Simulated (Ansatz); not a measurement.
Compare A (`OC([SiH3])N[SiH3]`) with its isomer B (`CO[SiH](N)[SiH3]`).

Isolated molecules relaxed with PBE0-D4/def2-TZVP in Ansatz; ΔE leaves out vibrations. CCSD(T)/CBS is the MP2 limit (def2-TZVPP, def2-QZVPP) plus CCSD(T) − MP2 in def2-TZVPP, frozen cores. Functionals use def2-TZVPP. B3LYP here is the variant with VWN-RPA as its local correlation; programs differ in this. Each species was taken in one conformer, which may not be the lowest.

A:

Z-matrix (Å, degrees):
```
C
Si 1 1.905
N 1 1.439 2 111.9
O 1 1.414 2 106.8 3 -123.2
H 1 1.102 2 108.8 3 117.8
H 2 1.488 1 107.7 3 52.8
H 2 1.487 1 108.0 3 -64.9
H 2 1.485 1 112.4 3 174.2
Si 3 1.723 1 124.3 2 112.7
H 3 1.010 1 114.1 2 -50.4
H 4 0.964 1 107.4 2 171.8
H 9 1.491 3 114.7 1 -71.9
H 9 1.485 3 107.4 1 167.8
H 9 1.487 3 108.1 1 47.7
```

B:

Z-matrix (Å, degrees):
```
C
O 1 1.406
H 1 1.098 2 111.7
H 1 1.091 2 108.5 3 119.1
H 1 1.096 2 111.5 3 -121.5
Si 2 1.650 1 123.0 3 56.8
Si 6 2.351 2 110.6 1 -55.6
N 6 1.710 2 116.5 1 64.5
H 6 1.482 2 102.8 1 -177.5
H 7 1.489 6 112.1 2 -33.7
H 7 1.493 6 110.4 2 86.4
H 7 1.488 6 110.4 2 -154.7
H 8 1.005 6 122.5 2 -87.6
H 8 1.007 6 122.6 2 71.8
```

Task: Which isomer does CCSD(T)/CBS put lower? Give the gap. (Best estimate.)

Result: The calculation gave: B, by 40.3 kcal/mol.

Task: Give E(B) − E(A) in kcal/mol with CCSD/def2-TZVPP, HF/def2-TZVPP, B3LYP, PBE-D4, MP2/def2-TZVPP, ωB97M-V, B3LYP-D4. (An estimate is asked.)

Result: The calculation gave: CCSD/def2-TZVPP -39.9, HF/def2-TZVPP -40.9, B3LYP -40.3, PBE-D4 -39.6, MP2/def2-TZVPP -39.4, ωB97M-V -39.0, B3LYP-D4 -40.2. None reverses the order clearly.

Largest T1 diagnostic: 0.012.

In def2-TZVPP, CCSD(T) changes the Hartree–Fock value by +1.3 kcal/mol (the triples alone add +0.3 kcal/mol) and MP2 by +1.4 kcal/mol.
